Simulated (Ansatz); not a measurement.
Ansatz results at the PBE0-D4/def2-TZVP geometry: size of the dipole moment (ωB97M-V/def2-TZVPP) 3.71 D; LUMO energy (ωB97M-V/def2-TZVPP) 1.64 eV; LUMO energy (PBE/def2-TZVPP) -0.57 eV.

Each molecule was computed in one conformer, which needn't be the lowest.

Problem. Which molecule gave them?
A. `C[N](C)[Ta](=[O])([N](C)C)[N](C)C`
B. `[O]=[Ta]([OH])([F])[F]`
C. `[NH]=[Ta]([NH2])([OH])[F]`
D. `[OH][Ta]([OH])([OH])([OH])[OH]`

Solution. A. The others give `[O]=[Ta]([OH])([F])[F]`: 2.58, 0.58, -1.92; `[OH][Ta]([OH])([OH])([OH])[OH]`: 3.54, 1.29, -1.58; `[NH]=[Ta]([NH2])([OH])[F]`: 2.31, 1.17, -1.04.
